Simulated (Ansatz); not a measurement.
Correlation energies of `[GaH3-][O+]1CCCC1` by basis set

| atom | x (Å) | y (Å) | z (Å) |
| --- | --- | --- | --- |
| Ga1 | -1.408 | -0.088 | 1.920 |
| O2 | -0.521 | 0.791 | 0.195 |
| C3 | 0.901 | 0.969 | 0.227 |
| C4 | 1.479 | -0.289 | -0.410 |
| C5 | 0.329 | -0.834 | -1.280 |
| C6 | -0.806 | 0.160 | -1.060 |
| H7 | -0.852 | 0.949 | 2.969 |
| H8 | -2.904 | -0.003 | 1.430 |
| H9 | -0.684 | -1.496 | 1.826 |
| H10 | 1.187 | 1.127 | 1.265 |
| H11 | 1.139 | 1.867 | -0.352 |
| H12 | 1.752 | -1.014 | 0.356 |
| H13 | 2.373 | -0.061 | -0.992 |
| H14 | 0.596 | -0.899 | -2.335 |
| H15 | 0.037 | -1.828 | -0.944 |
| H16 | -0.823 | 0.938 | -1.831 |
| H17 | -1.795 | -0.289 | -0.984 |

Total charge 0; spin multiplicity 1. Correlated methods include outer-core shells of Ga, which these sets cover unevenly. Scalar relativity is left out up to krypton. The structure was optimised at the PBE0-D4/def2-TZVP level. Frozen core, restricted reference, Ansatz.

| basis | HF (Eh) | MP2 corr. | CCSD corr. | (T) | CCSD(T) total |
| --- | --- | --- | --- | --- | --- |
| def2-SVP | -2155.54250 | -0.97799 | -1.03800 | -0.03133 | -2156.61183 |
| def2-TZVPP | -2156.05148 | -1.17473 | -1.22573 | -0.04837 | -2157.32558 |
| def2-QZVPP | -2156.10276 | -1.48403 | – | – | – |
